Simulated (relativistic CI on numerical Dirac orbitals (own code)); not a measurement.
# W⁵⁺: 4f photoemission

Computed with this model: Dirac-Coulomb-Breit CI, orbitals from a KLI potential per configuration, QED by a radiative potential, valence Slater integrals scaled by 0.9, multiplet model of photoemission in the sudden approximation; configurations [Xe] 4f14 5d → [Xe] 4f13 5d; 80 K; Lorentzian 0.17 eV and Gaussian 0.5 eV FWHM. Energies are those of the free ion, without screening or charge transfer. The energies are binding energies and can lie tens of eV above those of solids. S is read from ⟨S²⟩ = S(S + 1).

Field parameters in Wybourne normalisation: Oh B⁴₀ = 21Dq, B⁴₄ = √(5/14) B⁴₀. The field is a parameter set, without covalency.

Computed curve for free ion, scaled to 100 at the maximum (points under 2 are left out and the grid is thinned):

```tsv
Energy (eV)	Intensity
99.5	2.2
99.6	2.7
99.7	3.6
99.8	5.3
99.9	8.2
100.0	13.1
100.1	19.9
100.2	27.5
100.4	36.5
100.5	36.4
100.6	36.3
100.7	40.4
100.8	50.8
100.9	65.5
101.0	78.9
101.1	85.7
101.2	84.9
101.3	81.2
101.4	80.5
101.5	85.4
101.6	93.5
101.7	99.9
101.8	100.0
102.0	77.0
102.1	59.2
102.2	43.0
102.3	31.2
102.4	24.5
102.5	22.4
102.6	24.1
102.7	28.4
102.8	34.4
102.9	41.1
103.0	48.4
103.1	56.4
103.2	64.1
103.3	69.5
103.5	67.0
103.6	59.4
103.7	50.1
103.8	42.6
103.9	40.1
104.0	43.5
104.1	50.2
104.2	55.3
104.3	54.4
104.4	46.8
104.5	35.3
104.6	24.2
104.7	16.0
104.8	11.5
104.9	10.0
105.1	12.2
105.2	13.6
105.3	13.6
105.4	12.0
105.5	9.3
105.6	6.5
105.7	4.3
105.8	2.8
```

The ground state has S = 0.50, and the centroid lies at 102.37 eV.
